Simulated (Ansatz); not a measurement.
Reaction (ligand exchange at the Si–Br bond): `F[Si]([SiH3])(Cl)Br` + NH₃ → `N[Si](F)([SiH3])Cl` + HBr

Calculated with Ansatz (gas phase, PBE0-D4/def2-TZVP geometries, no zero-point term in ΔE). CCSD(T)/CBS is the MP2 limit (def2-TZVPP, def2-QZVPP) plus CCSD(T) − MP2 in def2-TZVPP, frozen cores. This one scheme is used for every species. Functionals use def2-TZVPP. B3LYP here is the variant with VWN-RPA as its local correlation; programs differ in this. HSE06 is defined as in plane-wave codes. For Br outer-core shells are correlated without core-valence functions, which leaves a few kJ/mol of doubt a bond. Scalar relativity is left out up to krypton. Each species was taken in one conformer, which may not be the lowest.

```tsv
level	ΔE (kcal/mol)	difference from CCSD(T)/CBS
LDA (SPW92)	6.0	-1.7
PBE-D4	8.5	0.8
revPBE-D4	8.3	0.6
BLYP-D4	7.2	-0.5
r2SCAN-D4	7.5	-0.2
B97M-V	7.2	-0.5
PBE0-D4	8.0	0.3
B3LYP-D4	6.9	-0.8
r2SCANh-D4	7.5	-0.2
HSE06-D4	8.1	0.4
BHLYP-D4	6.8	-0.9
CAM-B3LYP-D4	5.4	-2.3
ωB97M-V	7.0	-0.7
B2PLYP	6.7	-1.0
PBE-QIDH	7.5	-0.2
PBE	8.2	0.5
revPBE	8.8	1.1
BLYP	6.7	-1.0
r2SCAN	7.5	-0.2
PBE0	7.7	0.0
r2SCANh	7.4	-0.3
r2SCAN0	7.3	-0.4
HSE06	7.8	0.1
BHLYP	5.7	-2.0
CAM-B3LYP	5.0	-2.7
LC-ωPBE	6.1	-1.6
RPA@PBE/def2-TZVPP	6.0	-1.7
HF/def2-SVP	3.8	-3.9
MP2/def2-SVP	5.9	-1.8
CCSD/def2-SVP	4.7	-3.0
CCSD(T)/def2-SVP	5.1	-2.6
HF/def2-TZVPP	5.4	-2.3
SCS-MP2/def2-TZVPP	6.9	-0.8
CCSD(T)/def2-TZVPP	6.3	-1.4
HF/def2-QZVPP	5.2	-2.5
MP2/def2-QZVPP	8.4	0.7
SCS-MP2/def2-QZVPP	7.5	-0.2
HF/CBS(def2)	5.2	-2.5
MP2/CBS(def2)	9.1	1.4
CCSD/CBS(def2)	7.3	-0.4
CCSD(T)/CBS	7.7	0
```

Largest T1 diagnostic among the species: 0.011.

At CCSD(T), def2-SVP lies −2.6 kcal/mol from the extrapolated value and def2-TZVPP −1.4 kcal/mol. Leaving LDA and LC-ωPBE aside and taking each functional with its dispersion term where it has one, the values spread over 3.1 kcal/mol, from CAM-B3LYP-D4 to PBE-D4. LDA lies −2.2 kcal/mol from PBE without D4.

CCSD(T)/CBS has its own doubt, a few kJ/mol and more with outer-core shells, so smaller differences from it don't rank the levels.
